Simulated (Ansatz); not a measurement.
CsF (SMILES [F][Cs]), singlet, geometry from GFN2-xTB (such geometries of metal compounds can be far from the true shape) (all electrons, no relativity). Base run: HF/3-21G run with Ansatz (an electronic-structure program).

Ansatz was given this input:
Ansatz 0.2 input:
```yaml
crystal:
  periodic: [false, false, false]
  atoms:
    - {symbol: Cs, position_ang: [-0.00000000, -0.00000000, -0.32413647]}
    - {symbol: F, position_ang: [0.00000000, 0.00000000, 1.98083399]}
basis:
  gaussian:
    orbitals: 3-21G.json
hamiltonian:
  xc: hf
```
The basis file holds 3-21G in the JSON format of the Basis Set Exchange.

The base run was repeated with changes; each row names its change, and settings that it needs were set with it.

```json
[
 {"change": "base", "ΔE vs base (mEh)": "0.000"},
 {"change": "accuracy = high", "ΔE vs base (mEh)": "-0.005"},
 {"change": "lower_state_search = full", "ΔE vs base (mEh)": "0.000"},
 {"change": "point_charge = charge:0.5 position_ang:1.6347, -2.1703, -2.3118", "ΔE vs base (mEh)": "23.597"},
 {"change": "forces = on", "ΔE vs base (mEh)": "0.000"},
 {"change": "nuclear_model = gaussian", "ΔE vs base (mEh)": "84.529"},
 {"change": "point_charge = charge:-1.0 position_ang:-4.1093, -0.2938, 1.3484", "ΔE vs base (mEh)": "6.167"},
 {"change": "lower_state_search = light", "ΔE vs base (mEh)": "0.000"},
 {"change": "lower_state_search = off", "ΔE vs base (mEh)": "0.000"}
]
```
